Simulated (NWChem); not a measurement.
System: BNH$_{2}$F$_{2}$; SMILES NB(F)F

NWChem input:

```
start job
memory heap 200 mb stack 900 mb global 1100 mb
geometry units angstroms noautosym nocenter noautoz
  B     -0.000568    -0.041210     0.000000
  F      1.132169    -0.749724     0.000000
  F     -1.156871    -0.710522     0.000000
  N      0.023631     1.358710     0.000000
  H     -0.816890     1.916138     0.000000
  H      0.883362     1.886037     0.000000
end
basis spherical
  B library 6-31+g*
  F library 6-31+g*
  N library 6-31+g*
  H library 6-31+g*
end
dft
  xc slater vwn_5
  iterations 150
end
property
  response 1 0.0
end
task dft property
```

Coordinates come from a B3LYP/6-31G* (spherical d) optimisation.

Static field.

Question: What results follow from this input? (LDA (Slater exchange, VWN5)/6-31+G* (spherical d).) Quantities: isotropic polarisability (bohr³); anisotropy (bohr³).

Answer: 
* **isotropic polarisability (bohr³)**: 22.9
* **anisotropy (bohr³)**: 7.6
